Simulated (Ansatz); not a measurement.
**From GeH3(NH2) to Ge(NH2)Cl3: predicting a member**

Gas-phase molecules. On one Ge centre that keeps NH2, n of the H ligands are replaced by Cl. The dipole moment y in D at wB97M-V/def2-TZVPP. Shapes: PBE0-D4/def2-TZVP. Flexible molecules stand in one conformer, not always the lowest. Programs: Ansatz 0.2.0.

| molecule | n | y (D) |
| --- | --- | --- |
| GeH3(NH2) | 0 | 1.12 |
| GeH2(NH2)Cl | 1 | ? |
| GeH(NH2)Cl2 | 2 | 3.04 |
| Ge(NH2)Cl3 | 3 | 2.33 |

Problem. Fit y = c + s·n to the known rows and predict GeH2(NH2)Cl.

Solution. 
1. Means of the 3 rows: n = 1.66667, y = 2.163.
2. Σ(Δn)² = 4.6667, Σ(Δn·Δy) = 2.2533, so the slope is 2.2533/4.6667 = 0.48285.
3. Intercept: 2.163 − (0.48285) × 1.66667 = 1.358. The largest residual of the fit is 0.72.
4. GeH2(NH2)Cl: 1.358 + (0.48285) × 1 = 1.84 D.

The run gave 1.65 D, so the prediction is off by +0.19 D, within the largest residual. The steps per swap are uneven (+0.53, +1.39, -0.71), so a line is a poor model. Dipoles add as vectors. Other levels give for GeH2(NH2)Cl: PBE-D4/def2-TZVPP 1.70; r2SCAN-D4/def2-TZVPP 1.73 D. Relativity is left out for Ge. The series isn't monotonic at this level.
